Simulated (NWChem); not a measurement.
System: C$_{4}$H$_{7}$N; SMILES C(#CCN)C

The following NWChem deck was run.

```
start job
memory heap 200 mb stack 900 mb global 1100 mb
geometry units angstroms noautosym nocenter noautoz
  C      2.609542     0.318377     0.033697
  C      1.185796     0.048289     0.159831
  C     -0.000119    -0.182298     0.276398
  C     -1.445205    -0.431153     0.370120
  N     -2.264189     0.150664    -0.679878
  H      2.792075     1.231172    -0.555276
  H      3.075464     0.461670     1.021387
  H      3.133575    -0.511793    -0.465825
  H     -1.621004    -1.520587     0.389663
  H     -1.809789    -0.063212     1.344730
  H     -1.948242    -0.192006    -1.585774
  H     -2.119680     1.158868    -0.703600
end
basis spherical
  C library 6-31g*
  N library 6-31g*
  H library 6-31g*
end
dft
  xc b3lyp
  iterations 150
end
cosmo
  do_cosmo_vem 1
  solvent toluene
end
tddft
  nroots 3
  target 1
  notriplet
  algorithm 1
  civecs
  grad
    root 1
  end
end
task tddft gradient
```

The geometry was optimised at PBE0/def2-SVP. B3LYP is NWChem's, with the RPA form of VWN correlation. Solvent: toluene.

Lowest singlet excitation in solution, TDDFT at B3LYP/6-31G* with SMD, three treatments of the solvent's response.

**Question.** What results follow from this input? (B3LYP/6-31G* (spherical d), TDDFT with the vertical excitation model on SMD.) Quantities: ground-state reaction field (eV); corrected reaction field (eV); vertical excitation model (eV).

**Answer.** 
- ground-state reaction field (eV): 6.43
- corrected reaction field (eV): 6.39
- vertical excitation model (eV): 6.36
